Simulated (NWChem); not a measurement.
System: Si$_{2}$H$_{4}$O, singlet; SMILES O[Si][SiH3]

The following NWChem deck was run.

```
start job
memory heap 200 mb stack 900 mb global 1100 mb
geometry units angstroms noautosym nocenter noautoz
  Si    -0.730418     0.868835    -0.061240
  O      0.782014     1.619374     0.062743
  H      1.582143     1.058360     0.073869
  Si     0.093541    -1.452406    -0.016928
  H      1.581540    -1.500972    -0.315329
  H     -0.599341    -2.414344    -0.951491
  H     -0.076966    -2.002588     1.383499
end
basis spherical
  * library cc-pvtz
end
dft
  xc pbe0
  iterations 150
end
property
  efieldgrad
end
task dft property
```

Low-valent species are run as closed-shell singlets; no triplet was tried in these runs. All runs use the structure optimised with PBE-D3(BJ)/def2-SVP.

Vzz is the largest principal value of the second derivative of the potential at the nucleus (NWChem prints the opposite sign); η is the asymmetry. Non-relativistic.

Atoms are numbered as in the input.

Question: Predict the main results of this run. (PBE0/cc-pVTZ.) Quantities: Vzz O2 (a.u.); η O2.

Answer: 
- Vzz O2 (a.u.) = 1.177
- η O2 = 0.17
